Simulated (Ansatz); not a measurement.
Si₂O₂. Total charge 0; quintet. Geometry PBE0-D4/def2-TZVP; atoms count from 1.

```xyz
4

Si    0.7733    0.4166   -0.7761
Si   -0.7733   -0.4166    0.7761
O    -0.8807    0.6994   -0.5020
O     0.8807   -0.6994    0.5020
```

At PBE0-D4/def2-TZVP a singlet of charge 0 lies 6.09 eV below the quintet, each at its own geometry. The structure comes from a short search, and lower isomers may exist.

Question: Estimate the Mulliken populations from the PBE0/def2-TZVP orbitals of Ansatz.

Answer: 
```
atom  charge (e)  spin (α − β)
 Si1        0.38          1.79
 Si2        0.38          1.79
  O3       -0.38          0.21
  O4       -0.38          0.21
```
Mulliken values and Mayer orders depend strongly on the basis.

Question: Where does the spin sit?

Answer: Summed by element: Si 3.59, O 0.41, of 4 unpaired in all. Largest on single atoms: Si1 1.79, Si2 1.79, O3 0.21.

Question: And the Mayer bond orders between bonded heavy atoms (over 0.3)?

Answer: Si1–O3 1.06 (1.70 Å); Si1–O4 1.06 (1.70 Å); Si2–O3 1.06 (1.70 Å); Si2–O4 1.06 (1.70 Å).
